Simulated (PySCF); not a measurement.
Ligands exchanged one at a time, Al Br-SiH3. Gas-phase values, no solvent. Strings in code marks are SMILES.

Level of theory: PBE-D3(BJ)/def2-TZVP // B3LYP-D3(BJ)/def2-TZVP (PySCF). Excitations are Tamm–Dancoff values on a coarser integration grid. The basis has no diffuse functions, so Rydberg states are missing or too high.

```tsv
species	S1 excitation (TDA) (eV)	dipole moment (D)	HOMO (eV)
0 of 3 Br replaced by SiH3 (`[Br][Al]([Br])[Br]`)	5.04	___	-7.36
1 of 3 Br replaced by SiH3	4.51	1.34	-7.00
2 of 3 Br replaced by SiH3	___	___	-6.26
3 of 3 Br replaced by SiH3	3.12	0.14	-6.30
```

### Question
Fill in the missing entries.

### Answer

- 0 of 3 Br replaced by SiH3 (`[Br][Al]([Br])[Br]`), dipole moment (D): 0.00
- 2 of 3 Br replaced by SiH3, S1 excitation (TDA) (eV): 3.35
- 2 of 3 Br replaced by SiH3, dipole moment (D): 1.18
